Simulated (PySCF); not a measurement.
Sn(OH)3(NH2) (H₅NO₃Sn), SMILES [OH][Sn]([OH])([NH2])[OH].

The structure is a stationary point at B3LYP-D3(BJ)/def2-SVP. The structure was generated by enumeration; whether it is a known compound was not checked. The def2 effective core potentials stand for the cores of Sn; spin–orbit coupling is left out. The values are those of a single conformer.

Two levels are set side by side: PBE/def2-TZVP (PySCF) and CAM-B3LYP/def2-TZVP (PySCF). Same geometry, gas phase. Differences are taken from unrounded values.

| quantity | CAM-B3LYP |
|---|---|
| orbital gap (eV) | 8.98 |
| highest occupied level (eV) | -9.56 |
| lowest empty level (eV) | -0.58 |
| dipole moment (D) | 0.74 |
| mean polarisability (bohr³) | 54.0 |

**Question.** What does PBE give, and how far is it from CAM-B3LYP? (An estimate is asked for; the answer gives what the named calculation found.)

**Answer.** 
```csv
quantity,PBE,PBE minus CAM-B3LYP
orbital gap (eV),4.12,-4.86
highest occupied level (eV),-6.58,2.97
lowest empty level (eV),-2.46,-1.89
dipole moment (D),0.73,-0.01
mean polarisability (bohr³),58.2,4.3
```

PBE's occupied levels lie high since its potential decays too fast outside the molecule; exact exchange lowers them and widens the gap. Loosely held outer electrons make PBE densities more polarisable. Differences between two approximate levels are no errors against the true value.

Rough cost on one machine, each run with all the roots and properties that it gave: CAM-B3LYP against PBE within a factor of 2.
